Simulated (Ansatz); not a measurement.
Basis sets compared for the cluster Tl2Br (the lowest doublet isomer of a short search). Total charge 0; doublet. Geometry PBE-D4/def2-TZVP. Ansatz on 4 threads of Intel Xeon on a shared host; times are rough, and most runs start from earlier orbitals.

| atom | x (Å) | y (Å) | z (Å) |
| --- | --- | --- | --- |
| Tl1 | 0.359 | 1.793 | -0.549 |
| Tl2 | 0.711 | -1.059 | 1.421 |
| Br3 | -1.069 | -0.734 | -0.872 |

In the def2 sets Tl takes a core potential; there is no spin–orbit coupling. The structure comes from a short search, and lower isomers may exist.

Binding counts from free atoms (Tl doublet, Br doublet) in the same basis, without a counterpoise term.

```csv
level,functions,energy (Eh),HOMO (eV),LUMO (eV),binding per atom (eV),wall time
PBE-D4/def2-SVP,84,-2918.6678,-3.36,-2.67,1.82,2.5 s
PBE-D4/def2-TZVP (with forces),148,-2918.9907,-3.39,-2.73,1.81,5 s
r2SCAN-D4/def2-TZVP,148,-2919.4451,-3.67,-2.56,1.78,9 s
PBE0-D4/def2-SVP,84,-2918.6818,-4.04,-2.04,1.75,4.2 s
PBE0-D4/def2-TZVP,148,-2919.0015,-4.07,-2.09,1.74,8.6 s
```

(1) Estimate the rows for PBE-D4/def2-TZVPD, r2SCAN-D4/def2-TZVPD, PBE0-D4/def2-TZVPD.

Answers

(1) 
| level | functions | energy (Eh) | HOMO (eV) | LUMO (eV) | binding per atom (eV) | wall time |
| --- | --- | --- | --- | --- | --- | --- |
| PBE-D4/def2-TZVPD | 169 | -2918.9914 | -3.41 | -2.75 | 1.81 | 6 s |
| r2SCAN-D4/def2-TZVPD | 169 | -2919.4455 | -3.68 | -2.57 | 1.78 | 12 s |
| PBE0-D4/def2-TZVPD | 169 | -2919.0019 | -4.08 | -2.10 | 1.75 | 12 s |
